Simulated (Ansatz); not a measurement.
Species: sum formula Si$_{2}$H$_{5}$Cl (charge 0, singlet). 
Geometry from a B3LYP-D3(BJ)/def2-TZVP (Ansatz, a program for electronic structure) optimisation:
```xyz
8

Si    -1.8389    -0.3520     0.1356
Si     0.4719    -0.7234     0.0485
Cl     1.4291     1.1058    -0.1906
H     -2.2873     0.2871    -1.1232
H     -2.5446    -1.6459     0.3062
H     -2.1572     0.5330     1.2799
H      0.9808    -1.3367     1.2956
H      0.8513    -1.5815    -1.0961
```
Charge 0, spin multiplicity 1.

Quantity: vertical ionisation energy (to the doublet state of charge +1; each state is the SCF solution reached for its spin), in eV. Cores are frozen in the correlated levels unless marked. UHF or UKS for open shells. No spin-orbit coupling. No relativistic terms. CBS(X,Y): correlation extrapolated as X^-3; Hartree-Fock from the larger set. The bracket is a focal-point correction in the basis named.

```
level               program  vertical ionisation energy (eV)
------------------  -------  -------------------------------
HF/aug-cc-pV(D+d)Z   Ansatz                             9.95
```

Question: Predict the RI-MP2/CBS(aug-cc-pV(T+d)Z,aug-cc-pV(Q+d)Z)+[CCSD(T)-MP2]/aug-cc-pV(T+d)Z result (Ansatz).

Answer: 10.58 eV
